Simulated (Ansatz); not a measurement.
```tsv
atom	x (Å)	y (Å)	z (Å)
Li	0.0000	0.0000	0.4100
H	0.0000	0.0000	-2.8700
```

Basis set: pcseg-2 (spherical functions). Charge 0, multiplicity 1.

Computed with Ansatz (development build ahead of 0.2.0); each method stands on the lowest determinant of its kind that the runs found.

Give the atomization energy at this shape (free ground-state atoms in the same class of orbitals less the molecule, no zero-point energy) of singlet LiH by PBE0 (unrestricted), PBE (unrestricted).

| method | atomization energy |
| --- | --- |
| PBE0 (unrestricted) | 34.2 kJ/mol |
| PBE (unrestricted) | 46.4 kJ/mol |

Caution: charge can spread falsely over distant fragments; the shape is not the minimum; the unrestricted determinant is spin contaminated.
